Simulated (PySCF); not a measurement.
Bonds (- single, = double, # triple, : aromatic): N1#C2, C2-C3, C3-C4, C4:C5, C5:C6, C6:C7, C7:C8, C8:C9, C9-F10, C9:C4. C3 carries H11, H12; C5 carries H13; C6 carries H14; C7 carries H15; C8 carries H16.

One averaged value for each set of equivalent atoms, relativity neglected, no solvent model, one computed conformer. GFN2-xTB structure; σ from GIAO-PBE0/pcSseg-1; PySCF 2.14.0 with density-fitted response routines.

References, each an isolated molecule treated in the same way: 13C (σref 186.93), 1H (σref 31.72) against TMS; 15N (σref 267.73) vs NH3; 19F (σref 170.95) against CFCl3.

| atoms | nucleus | count | δ (ppm) |
| --- | --- | --- | --- |
| H15 | 1H | 1 | ? |
| N1 | 15N | 1 | 298.3 |
| C7 | 13C | 1 | 135.6 |
| H11/H12 | 1H | 2 | 3.71 |
| H16 | 1H | 1 | ? |
| C6 | 13C | 1 | 130.4 |
| C5 | 13C | 1 | 137.8 |
| C2 | 13C | 1 | 123.2 |
| H13 | 1H | 1 | ? |
| C3 | 13C | 1 | 16.2 |
| F10 | 19F | 1 | ? |
| C9 | 13C | 1 | ? |
| H14 | 1H | 1 | 7.56 |
| C4 | 13C | 1 | 125.6 |
| C8 | 13C | 1 | 121.8 |

Q: Complete the table.

A: 
- C9: 169.4 ppm, aromatic carbon bearing fluorine; an ipso carbon deshielded by its heteroatom
- H13: 7.95 ppm, hydrogen on an aromatic CH; it sits in the deshielding region of the aromatic ring current
- H15: 7.67 ppm, hydrogen on an aromatic CH; it sits in the deshielding region of the aromatic ring current
- H16: 7.46 ppm, hydrogen on an aromatic CH; aromatic region
- F10: -123.6 ppm, aryl fluorine

Shifts are as computed. Against solution values, carbons near 30 ppm lie about +3 ppm off and those near 130 ppm about +5 ppm. Of 1211 compounds with measured shifts, 218 miss one by over three times the rms of a fit or turn the order of signals round; such compounds aren't used in these exercises. Unscaled 19F shifts against computed CFCl3 carry errors that often reach 10 to 50 ppm. Experimental scales use liquid or dissolved standards, which lie at an offset from isolated NH3 (liquid NH3: subtract about 20 ppm). Unscaled 15N shifts of sp2 nitrogen come out 20 to 40 ppm too high even then.
